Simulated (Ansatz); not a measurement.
Molecule: ZnCl, charge 0, multiplicity 2. The spin state was set by rule; other spins were not relaxed. 
Coordinates optimised at B3LYP-D3(BJ)/def2-TZVP (Ansatz, an electronic-structure program):
```xyz
2

Zn     0.0000     0.0000    -0.7909
Cl     0.0000     0.0000     1.3957
```
Charge 0, spin multiplicity 2.

Property: atomisation energy (electronic, to ground-state atoms), in kJ/mol. Correlated levels leave the core frozen unless marked. Open shells are spin-unrestricted. Spin-orbit coupling is left out. Frozen are the shells of the preceding noble gas and the d and f shells that filled before the atom's block. No relativistic terms. The coupled-cluster limit lacks core correlation, which all-electron functionals hold. CBS marks a two-point X^-3 extrapolation of the correlation energy; Hartree-Fock from the larger set.

| level | program | atomisation energy (kJ/mol) |
|---|---|---|
| HF/def2-QZVPPD | Ansatz | 197.3 |

Question: Estimate the value at CCSD(T)/CBS(def2-TZVPPD,def2-QZVPPD) as computed with Ansatz.

Answer: 220.1 kJ/mol, so HF/def2-QZVPPD differs from it by -22.8 kJ/mol.
